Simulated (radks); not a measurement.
Problem. Excited configurations of the argon ion Ar3+: one electron is placed in a higher orbital outside [Ne] 3s2 3p2. The ground configuration is [Ne] 3s2 3p3. Method: scalar-relativistic Kohn-Sham, LDA (Slater exchange, Perdew-Wang correlation), spin-polarised, spherical densities, point nucleus; open shells are filled with parallel spins first; computed with a radial shooting solver on a logarithmic mesh with Libxc functionals. Excitation = E - E(ground); binding = E(ion) - E, where the ion is the core of charge +4; n* = 4/sqrt(2 binding) in atomic units, and the quantum defect is n - n*.

outer orbital  excitation (eV)  binding (eV)     n*  quantum defect  eigenvalue (eV)  <r> (bohr)
4d                      41.202        17.921  3.485           0.515          -15.611       3.919
5s                      43.615        15.507  3.747           1.253          -13.900       5.399
5p                      45.440        13.682  3.989           1.011          -12.213       5.887
6s                      49.362         9.760  4.723           1.277           -8.799       8.556
6p                      50.287         8.836  4.964           1.036           -7.946       9.227
7s                      52.406         6.716  5.693           1.307           -6.079       12.44
7d                      53.770         5.352  6.378           0.622           -4.821       14.91
7f                      54.240         4.882  6.678           0.322           -4.374       15.64

Estimate the row for 6d.

Solution. excitation (eV) 51.698; binding (eV) 7.424; n* 5.415; quantum defect 0.585; eigenvalue (eV) -6.644; <r> (bohr) 10.52. The Delta-SCF ionisation energy is 59.122 eV (NIST Atomic Spectra Database: 59.6 eV, semi-empirical). Self-interaction in the functional shifts the binding energies and quantum defects, so they are the method's values and not measured ones. Open shells are spherical and high-spin; term and fine-structure splittings are not resolved.
